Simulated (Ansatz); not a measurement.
Molecule: dichloroborane, sum formula BHCl2 (charge 0, singlet). SMILES: ClBCl
Geometry: optimised at B3LYP-D3(BJ)/def2-TZVP (Ansatz, an electronic-structure program).

Quantity: vertical electron affinity (to the doublet state of charge -1; a negative value means that the extra electron is unbound and the number depends on the basis; each state is the SCF solution reached for its spin), in eV. Valence correlation only, unless marked. UHF or UKS for open shells. Spin-orbit coupling is left out. No relativistic terms. Anions need diffuse functions: aug- sets have them; def2-D sets add few. Basis-set limits of correlation are two-point, X^-3; Hartree-Fock from the larger set. [CCSD(T)-MP2]/basis is that difference in the basis named.

```tsv
level	program	vertical electron affinity (eV)
PBE/def2-TZVPD	Ansatz	-0.12
B3LYP/def2-TZVPD	Ansatz	-0.15
PBE0/def2-TZVPD	Ansatz	-0.11
BHLYP/def2-TZVPD	Ansatz	-0.30
```

### Question
What does RI-MP2/CBS(aug-cc-pV(T+d)Z,aug-cc-pV(Q+d)Z)+[CCSD(T)-MP2]/aug-cc-pV(T+d)Z (Ansatz) give?

### Answer
-1.08 eV, so BHLYP/def2-TZVPD differs from it by 0.78 eV.
